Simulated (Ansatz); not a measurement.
`C[CH2][InH][OH]` + F• → `C[CH2][In][OH]`• + H–F  (hydrogen abstraction from the In–H bond)

Isolated molecules relaxed with PBE0-D4/def2-TZVP in Ansatz; ΔE leaves out vibrations. CCSD(T)/CBS is the MP2 limit (def2-TZVPP, def2-QZVPP) plus CCSD(T) − MP2 in def2-TZVPP, frozen cores. This one scheme is used for every species, atoms too. Functionals use def2-TZVPP. B3LYP here is the variant with VWN-RPA as its local correlation; programs differ in this. HSE06 is defined as in plane-wave codes. No spin–orbit coupling; open shells (•) take unrestricted orbitals. Spin–orbit coupling would lower the free atoms: a little for F. def2 core potentials past Kr. For In outer-core shells are correlated without core-valence functions, so the limit isn't a true one: a few kJ/mol of doubt a bond, and 10 to 20 or more in all where bonds break to atoms. Each species was taken in one conformer, which may not be the lowest.

```tsv
level	ΔE (kJ/mol)	difference from CCSD(T)/CBS
LDA (SPW92)	-362.9	-65.9
PBE-D4	-321.5	-24.5
BLYP-D4	-321.5	-24.5
r2SCAN-D4	-299.1	-2.1
PBE0-D4	-291.4	5.6
B3LYP-D4	-301.4	-4.4
r2SCANh-D4	-290.8	6.2
r2SCAN0-D4	-278.5	18.5
HSE06-D4	-292.6	4.4
BHLYP-D4	-263.5	33.5
CAM-B3LYP-D4	-291.4	5.6
ωB97M-V	-283.3	13.7
B2PLYP	-295.8	1.2
PBE-QIDH	-280.7	16.3
PBE	-320.9	-23.9
BLYP	-320.0	-23.0
r2SCAN	-299.1	-2.1
PBE0	-290.9	6.1
B3LYP	-300.3	-3.3
r2SCANh	-290.8	6.2
r2SCAN0	-278.4	18.6
HSE06	-292.1	4.9
BHLYP	-262.4	34.6
CAM-B3LYP	-290.9	6.1
LC-ωPBE	-279.1	17.9
RPA@PBE/def2-TZVPP	-250.7	46.3
HF/def2-SVP	-174.0	123.0
MP2/def2-SVP	-274.8	22.2
CCSD(T)/def2-SVP	-255.9	41.1
HF/def2-TZVPP	-185.4	111.6
MP2/def2-TZVPP	-307.7	-10.7
SCS-MP2/def2-TZVPP	-287.3	9.7
CCSD/def2-TZVPP	-274.0	23.0
CCSD(T)/def2-TZVPP	-281.3	15.7
HF/def2-QZVPP	-186.9	110.1
MP2/def2-QZVPP	-317.2	-20.2
SCS-MP2/def2-QZVPP	-296.1	0.9
HF/CBS(def2)	-187.1	109.9
MP2/CBS(def2)	-323.3	-26.3
CCSD/CBS(def2)	-289.6	7.4
CCSD(T)/CBS	-297.0	0
```

Largest T1 diagnostic among the species: 0.018.

From BLYP to BHLYP (50 % exact exchange), in def2-TZVPP and without D4, ΔE moves by +57.6 kJ/mol. Leaving LDA and LC-ωPBE aside and taking each functional with its dispersion term where it has one, the values spread over 58.0 kJ/mol, from PBE-D4 to BHLYP-D4. LDA lies −42.0 kJ/mol from PBE without D4.

CCSD(T)/CBS has its own doubt, a few kJ/mol and more with outer-core shells, so smaller differences from it don't rank the levels.
